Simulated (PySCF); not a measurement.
Simulation results for GeH₇NOSi, CH₇GeNSi

Computed with PySCF 2.14.0. Calculation on a computer-drawn molecule: the log of a Hartree-Fock and frozen-core CCSD(T) single point meant for a local Hartree-Fock minimum, with one planted fault or none, to be diagnosed. Offsets are logged minus clean, where the clean run is the same molecule without the fault. The reference is restricted for singlets and unrestricted otherwise, and also for a bond in bohr or an excited solution. Adding or removing an electron swaps singlet and doublet. The excited solution moves the top pair (singlet) or top alpha electron (doublet) to the lowest empty orbital. Highest occupied and lowest empty are orbital energies over both spins, largest force is the largest gradient component, triples share is (T) over the correlation energy, the T1 limit is 0.02 restricted and 0.045 unrestricted, electrons count all cores, a negative frequency is imaginary (commonest isotopes), and the dipole is about the centre of nuclear charge; on germanium a core potential holds 10 electrons, which the energies leave out, and 3d is frozen in MP2 and coupled-cluster steps.

Common to all runs: meant charge 0; meant multiplicity 1; meant basis cc-pV(D+d)Z; meant basis and core potential on germanium cc-pVDZ-PP ECP10MDF; logged basis functions 109; logged SCF converged yes; possible faults no fault, one electron removed, one electron added, multiplicity raised by two, geometry at a saddle point, SCF held on an excited solution, minimal basis STO-3G, one bond length entered in bohr, all coordinates scaled.

(1) GeH₇NOSi

Logged structure:
```xyz
11
GeH7NOSi
N     -0.5719     1.8186     1.0424
Si     0.9593     1.1793     1.4905
O      1.8894     2.3724     2.1535
Ge     1.9551     0.2638    -0.4965
H     -1.1000     1.3853     0.3085
H     -1.1898     2.1694     1.7524
H      0.9211     0.1564     2.5558
H      1.9914     3.1736     1.6612
H      2.3308     1.3758    -1.4890
H      3.2311    -0.5217    -0.1671
H      0.9919    -0.6914    -1.2210
```

* logged electrons: 68
* logged spin squared: 0
* logged highest occupied: -2.3751 eV
* logged lowest empty: -4.3527 eV
* logged largest force: 0.064141 hartree/bohr
* logged CC converged: no
* logged dipole magnitude: 2.4112 debye
* logged SCF stable within its kind: no
* logged energy HF: -715.18512 hartree
* planted fault: SCF held on an excited solution
* HF energy offset from clean run: 372 kcal/mol

Drawn bonds:
```tsv
atom	other atom	order
1	2	1
2	3	1
2	4	1
1	5	1
1	6	1
2	7	1
3	8	1
4	9	1
4	10	1
4	11	1
```

Notes: CCSD not converged.

(2) CH₇GeNSi

Logged structure:
```xyz
11
CH7GeNSi
N     -0.8773    -2.8867    -0.8366
Si     0.4240    -1.8257    -0.7058
C      0.4080    -0.2419    -0.1163
Ge    -1.0970     0.7476     0.5530
H     -0.7881    -3.8146    -1.1983
H     -1.8133    -2.6597    -0.5643
H      1.6298    -2.5074    -1.2008
H      1.3667     0.2709    -0.1194
H     -2.3656    -0.1267     0.4844
H     -1.3722     2.0237    -0.2615
H     -0.9133     1.1795     2.0183
```

* logged electrons: 66
* logged spin squared: 2.0293
* logged highest occupied: -4.4199 eV
* logged lowest empty: 0.95252 eV
* logged largest force: 0.11745 hartree/bohr
* logged T1 diagnostic: 0.017446
* logged D1 diagnostic: 0.092944
* logged triples share: 0.02639
* logged CC converged: yes
* logged dipole magnitude: 0.92571 debye
* logged SCF stable within its kind: yes
* logged energy HF: -678.5732 hartree
* logged energy CCSD(T): -679.11855 hartree
* planted fault: multiplicity raised by two
* HF energy offset from clean run: 66.87 kcal/mol
* CCSD(T) energy offset from clean run: 85.15 kcal/mol

Drawn bonds:
```tsv
atom	other atom	order
1	2	1
2	3	2
3	4	1
1	5	1
1	6	1
2	7	1
3	8	1
4	9	1
4	10	1
4	11	1
```
